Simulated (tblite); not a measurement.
Species: C₆H₁₂F₂.
SMILES with atom numbers: `[CH3:1][CH:2]([CH3:3])[CH2:4][C@H:5]([F:6])[CH2:7][F:8]` (hydrogens: H9, H10, H11 on C1; H12 on C2; H13, H14, H15 on C3; H16, H17 on C4; H18 on C5; H19, H20 on C7)

Computed geometry: GFN2-xTB, gas phase.

Question: What internal coordinates does the optimisation give?

Answer: 
| bond | length (pm) | order |
| --- | --- | --- |
| C1–C2 | 152.7 | single |
| C2–C3 | 152.7 | single |
| C2–C4 | 153.4 | single |
| C4–C5 | 152.4 | single |
| C5–F6 | 138.3 | single |
| C5–C7 | 153.0 | single |
| C7–F8 | 136.9 | single |
| C1–H9, C1–H10, C1–H11 | 108.7 | single |
| C2–H12 | 109.5 | single |
| C3–H13, C3–H14, C3–H15 | 108.8 | single |
| C4–H16 | 109.2 | single |
| C4–H17 | 109.3 | single |
| C5–H18 | 109.7 | single |
| C7–H19 | 109.5 | single |
| C7–H20 | 109.5 | single |

Bonds in one row agree within 1 pm and their mean is given. Orders are formal, as drawn. A selection of angles:
| angle | degrees |
| --- | --- |
| C2–C1–H9 | 111.6 |
| C2–C1–H10 | 110.3 |
| H9–C1–H10 | 108.5 |
| H9–C1–H11 | 107.9 |
| C1–C2–C3 | 109.8 |
| C1–C2–C4 | 111.6 |
| C1–C2–H12 | 109.0 |
| C3–C2–C4 | 109.5 |
| C3–C2–H12 | 108.7 |
| C4–C2–H12 | 108.2 |
| C2–C3–H13 | 110.4 |
| C2–C3–H15 | 110.9 |
| H13–C3–H14 | 108.4 |
| C2–C4–C5 | 113.6 |
| C2–C4–H16 | 109.8 |
| C2–C4–H17 | 109.1 |
| C5–C4–H16 | 108.0 |
| C5–C4–H17 | 107.7 |
| H16–C4–H17 | 108.4 |
| C4–C5–F6 | 109.9 |
| C4–C5–C7 | 112.3 |
| C4–C5–H18 | 111.7 |
| F6–C5–C7 | 107.0 |
| F6–C5–H18 | 106.2 |
| C7–C5–H18 | 109.4 |
| C5–C7–F8 | 109.6 |
| C5–C7–H19 | 110.6 |
| C5–C7–H20 | 111.2 |
| F8–C7–H19 | 107.6 |
| F8–C7–H20 | 107.5 |
| H19–C7–H20 | 110.3 |

Torsions: C1–C2–C4–C5 -72° (synclinal); C2–C4–C5–F6 -66° (synclinal); C4–C5–C7–F8 -70° (synclinal).

Of the pairs four or more bonds apart, H9···H18 is among the closest relative to their van der Waals radii: 2.22 Å, 93 % of the sum of Bondi's values.

Point group: C1 (no symmetry element, even within 0.4 Å). Its GFN2-xTB frequencies are all real (lowest 32 cm⁻¹). The numbers are those of one conformer. 3 starts were optimised and ended at 0.00, 0.24 and 1.39 kcal/mol (GFN2-xTB); the lowest of these is shown.
